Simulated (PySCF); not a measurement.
NbOCl₃, SMILES [O]=[Nb]([Cl])([Cl])[Cl], multiplicity 1.

Coordinates come from a B3LYP-D3(BJ)/def2-SVP optimisation. The spin state was assumed, not searched. The isomer is the one that the SMILES or the coordinates give; other isomers of the formula were not compared. The def2 effective core potentials stand for the cores of Nb; spin–orbit coupling is left out.

The numbers are results of PySCF with B3LYP-D3(BJ)/def2-SVP, not measurements.

Frequencies are harmonic and unscaled.

Modes within 1.5 cm⁻¹ of each other (mostly degenerate sets) share a row, with their intensities summed.

```tsv
mode	ν (cm⁻¹)	IR (km/mol)	Raman (Å⁴/amu)	depolarisation	moving atoms (share of kinetic energy)
1–2	105	2.2	6.6	0.75	Cl 88 %, Nb 11 %
3	129	2.5	2.0	0.74	Cl 60 %, Nb 33 %
4–5	219	4.7	5.8	0.75	O 73 %, Cl 23 %
6	390	11.7	15.3	0.03	Cl 90 %, Nb 9 %
7–8	442	198.4	2.4	0.75	Cl 58 %, Nb 40 %
9	1046	150.9	20.0	0.06	O 85 %, Nb 15 %
```
